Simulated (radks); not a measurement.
Values are calculated unless marked as measured or tabulated.
Neutral sulfur inside a hard spherical wall (all orbitals vanish at R), configuration held at [Ne] 3s2 3p4 and not refilled when levels cross. Level of theory: non-relativistic Kohn-Sham, r2SCAN, spin-polarised, spherical densities, point nucleus; open shells are filled with parallel spins first; meta-GGA in the generalised Kohn-Sham scheme (a radial shooting solver on a logarithmic mesh with Libxc functionals). Eigenvalues in eV for spin up, with the zero of energy where the potential of the charges vanishes at infinity; a dash marks a level that is unbound or too diffuse for the functional's potential to be trusted. A positive occupied level is held by the wall or, in an anion where self-interaction has pushed it up, behind a barrier. The pressure on the wall is -dE/dV.

| R (bohr) | E (hartree) | kinetic (hartree) | e(2s) | e(2p) | e(3s) | e(3p) | e(4s, empty) | e(4p, empty) | pressure (GPa) |
|---|---|---|---|---|---|---|---|---|---|
| free | -398.08208 | 397.579 | -215.15 | -159.25 | -18.872 | -8.142 | - | - | 0 |
| 20 | -398.08208 | 397.579 | -215.15 | -159.25 | -18.872 | -8.142 | - | - | < 0.0001 |
| 15 | -398.08208 | 397.579 | -215.15 | -159.25 | -18.872 | -8.142 | - | - | < 0.0001 |
| 12 | -398.08208 | 397.579 | -215.15 | -159.25 | -18.872 | -8.142 | 0.491 | 1.663 | < 0.0001 |
| 8 | -398.08163 | 397.583 | -215.11 | -159.21 | -18.840 | -8.111 | 1.909 | 4.392 | 0.0242 |
| 5 | -398.04144 | 397.853 | -213.59 | -157.68 | -17.821 | -7.009 | 9.962 | 15.711 | 5.96 |
| 4 | -397.88119 | 398.689 | -210.11 | -154.18 | -15.577 | -4.387 | 22.192 | 29.972 | 48.5 |
| 3.5 | -397.62004 | 399.844 | -206.15 | -150.19 | -12.891 | -1.188 | 35.336 | 44.324 | 151 |
| 2 | -390.85026 | 420.124 | -165.67 | -109.11 | 31.387 | 48.167 | 203.82 | 211.24 | 8770 |
| 1.5 | -376.09761 | 455.482 | -125.04 | -67.012 | 115.48 | 132.58 | 452.45 | 440.75 | 55700 |
